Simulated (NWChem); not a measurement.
Everything below was run with NWChem. System: HO4S, charge 1, spin multiplicity 3, at the geometry of a parent with another charge or spin, in a state set for the comparison that need not be this species' ground state. Its SCF solution wasn't tested for a lower state. Level: UMP2/def2-SVPD, 9 core orbitals frozen.

Job file:

```
start mol
memory heap 200 mb stack 900 mb global 1100 mb
charge 1
geometry units angstroms nocenter noautoz
  O      0.887316    -0.358406     1.148731
  S     -0.050978    -0.108639     0.000000
  O      0.887316    -0.358406    -1.148731
  O     -1.326174    -0.779861     0.000000
  O     -0.399646     1.465875     0.000000
  H      0.425147     1.984612     0.000000
  symmetry group Cs
end
basis spherical
  * library def2-svpd
end
scf
  uhf
  nopen 2
  maxiter 100
  thresh 1e-7
  semidirect memsize 60000000 filesize 0
  # guess.movecs holds the orbitals of an unrestricted PBE0 run
  vectors input guess.movecs output mol.movecs
end
mp2
  freeze core 9
end
task mp2 energy
```

NWChem printed:

```
             Northwest Computational Chemistry Package (NWChem) 7.3.0
             --------------------------------------------------------

                                NWChem Input Module
                                -------------------

 Scaling coordinates for geometry "geometry" by  1.889725989
 (inverse scale =  0.529177249)

 Turning off AUTOSYM since
 SYMMETRY directive was detected!

                             Geometry "geometry" -> ""
                             -------------------------

 Output coordinates in angstroms (scale by  1.889725989 to convert to a.u.)

  No.       Tag          Charge          X              Y              Z
 ---- ---------------- ---------- -------------- -------------- --------------
    1 O                    8.0000     0.88731600    -0.35840600     1.14873100
    2 S                   16.0000    -0.05097800    -0.10863900     0.00000000
    3 O                    8.0000     0.88731600    -0.35840600    -1.14873100
    4 O                    8.0000    -1.32617400    -0.77986100     0.00000000
    5 O                    8.0000    -0.39964600     1.46587500     0.00000000
    6 H                    1.0000     0.42514700     1.98461200     0.00000000

 Effective nuclear repulsion energy (a.u.)     274.2897330713

            Nuclear Dipole moment (a.u.)
            ----------------------------
        X                 Y               Z
 ---------------- ---------------- ----------------
    -0.0000094486     0.0000075589     0.0000000000

      Symmetry information
      --------------------

 Group name             Cs
 Group number              2
 Group order               2
 No. of unique centers     5

      Symmetry unique atoms

     1    2    4    5    6


 Summary of "ao basis" -> "" (spherical)
 ------------------------------------------------------------------------------
       Tag                 Description            Shells   Functions and Types
 ---------------- ------------------------------  ------  ---------------------
 *                         def2-svpd                  on all atoms

 Summary of "ao basis" -> "ao basis" (spherical)
[...]
  AO/Fock/Back tols     =   1.0D-09  1.0D-09  1.0D-09

 GA uses MA = F    GA memory limited = T

 Available:
  local mem=  1.26D+08
 global mem=  1.44D+08
 local disk=  0.00D+00
  mp2_memr nvloc                   102
  nvloc new                   102
   1 passes of  16:        3145728                      74519                  45056154.
   1 passes of  16: M    126152596           G      144146942           F     123006868.

 Semi-direct pass number   1 of   1  for UHF alpha       at       11.6s
  vrange nnbf                  8115
  mp2_eaftype                   171  avail_ma_in_mb                  1099
 EAF : mp2_eaftype filesize         171   22528077.
  mp2_eaf for mointskh                    171
Node 0 wrote    105.9 Mb in      0.1 s     Agg I/O rate:   931.1 Mb/s
 Done moints_semi at       14.8s
  mp2_eaftype                   171  avail_ma_in_mb                   928
 EAF : mp2_eaftype filesize         171   22528077.
  mp2_eaf for kh                   171
 Done maket at       15.1s
 Done multipass loop at       15.1s

 GA uses MA = F    GA memory limited = T

 Available:
  local mem=  1.26D+08
 global mem=  1.44D+08
 local disk=  0.00D+00
  mp2_memr nvloc                   104
  nvloc new                   104
   1 passes of  14:        3145728                      70031                  40200138.
   1 passes of  14: M    126152596           G      144146942           F     123006868.

 Semi-direct pass number   1 of   1  for UHF beta        at       15.1s
  vrange nnbf                  8115
  mp2_eaftype                   153  avail_ma_in_mb                  1099
 EAF : mp2_eaftype filesize         153   20100069.
  mp2_eaf for mointskh                    153
Node 0 wrote     94.5 Mb in      0.0 s     Agg I/O rate:  1936.8 Mb/s
 Done moints_semi at       18.0s
  mp2_eaftype                   153  avail_ma_in_mb                   946
 EAF : mp2_eaftype filesize         153   20100069.
  mp2_eaf for kh                   153
 Done maket at       18.3s
 Done multipass loop at       18.3s

          -------------------------------------------
          SCF energy                -696.610114813718
          Correlation energy          -0.850772200894
          Singlet pairs                0.000000000000
          Triplet pairs                0.000000000000
          Total MP2 energy          -697.460887014613
          -------------------------------------------

          ---------------------------------------------------
                    Spin Component Scaled (SCS) MP2
          Same spin pairs                     -0.239388594406
          Same spin scaling factor             0.333333333333
          Opposite spin pairs                 -0.611383606489
          Opposite spin scaling fact.          1.200000000000
          SCS-MP2 correlation energy          -0.813456525922
          Total SCS-MP2 energy              -697.423571339640
          ---------------------------------------------------

 -----------------------
 Performance information
 -----------------------

 Timer overhead =  9.64D-08 seconds/call

               Nr. of calls         CPU time (s)                 Wall time (s)                GFlops
             ---------------    -------------------     ------------------------------   -------------------
Name         Min   Avg   Max    Min     Avg     Max     Min     Avg     Max   Mx/calls   Min     Max     Sum
mp2: moin     2     2     2    6.1     6.1     6.1      6.1     6.1     6.1     3.1      0.0     0.0     0.0
mp2: make     2     2     2   0.54    0.54    0.54     0.54    0.54    0.54    0.27      0.0     0.0     0.0
mp2: tota     1     1     1    6.7     6.7     6.7      6.7     6.7     6.7     6.7      0.0     0.0     0.0

 The average no. of pstat calls per process was 5.00D+00
 with a timing overhead of 4.82D-07s

 Task  times  cpu:       18.3s     wall:       18.3s

 Total times  cpu:       18.3s     wall:       18.3s
```
